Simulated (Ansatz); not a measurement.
Dissociation curve of H₂Be, SMILES [BeH2]. The Be1–H3 bond (Be1 also carries H; H3 carries nothing else) is stretched with both fragments frozen at the PBE0/def2-TZVP optimised geometry.

Levels: RHF/cc-pVDZ (Ansatz, a program for electronic structure); FCI = full CI/cc-pVDZ, frozen core run with Ansatz.

Energies relative to the lowest point of each curve near equilibrium, in kJ/mol:

```csv
R / Å,RHF
1.08,75.7
1.13,45.5
1.19,21.1
1.27,4.0
1.30,1.2
1.34,0.0
1.43,5.6
2.19,217.8
2.39,278.8
2.93,421.2
3.67,563.1
4.66,682.3
```

Problem. Estimate the FCI values at these points.

Solution. 1.08: 73.9; 1.13: 44.4; 1.19: 20.5; 1.27: 3.9; 1.30: 1.2; 1.34: 0.0; 1.43: 5.4; 2.19: 196.0; 2.39: 244.1; 2.93: 333.3; 3.67: 377.8; 4.66: 387.2 (kJ/mol).

The restricted form behind RHF keeps the bonding electrons paired and can't separate into open-shell fragments.
